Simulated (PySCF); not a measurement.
# A small calculation by hand: entropy of an ideal gas

MoOCl3, SMILES [O]=[Mo+]([Cl])([Cl])[Cl], charge +1, multiplicity 1.

Geometry optimised at PBE0-D3(BJ)/def2-SVP. The spin state was assumed, not searched. The isomer is the one that the SMILES or the coordinates give; other isomers of the formula were not compared. The def2 effective core potentials stand for the cores of Mo; spin–orbit coupling is left out.

PBE0-D3(BJ)/def2-SVP run with PySCF gives the harmonic wavenumbers 126, 126, 148, 255, 255, 445, 504, 504, 1133 cm⁻¹ and the rotational temperatures 0.0785, 0.0785, 0.0529 K. The molar mass is 218.30 g/mol, the symmetry number 3, the spin multiplicity 1.

Work out the entropy at 298.15 K and 1 atm in the rigid-rotor, harmonic-oscillator model.


Translation (Sackur–Tetrode at 1 atm): S = R[1.5 ln M + 2.5 ln T − 1.16487] = 175.9 J/(mol K).
Rotation: q = (√π/σ) T^1.5/√(θA θB θC) = 168000, S = R[ln q + 3/2] = 112.5 J/(mol K).
Vibration: with u = 1.4388 ν/T, each mode gives R[u/(e^u − 1) − ln(1 − e^−u)]:
```tsv
ν (cm⁻¹)	modes	u	S (J/(mol K))
126	2	0.61	25.16
148	1	0.71	11.29
255	2	1.23	14.19
445	1	2.15	3.39
504	2	2.43	5.42
1133	1	5.47	0.23
```
These are all the modes. Sum 59.7 J/(mol K).
Spin: R ln 1 = 0.0 J/(mol K).
Total 348.1 J/(mol K); the program's own thermochemistry gives 348.1. Translation makes up 51 % and vibration 17 %. Anharmonicity, hindered rotation and orbital degeneracy are left out.
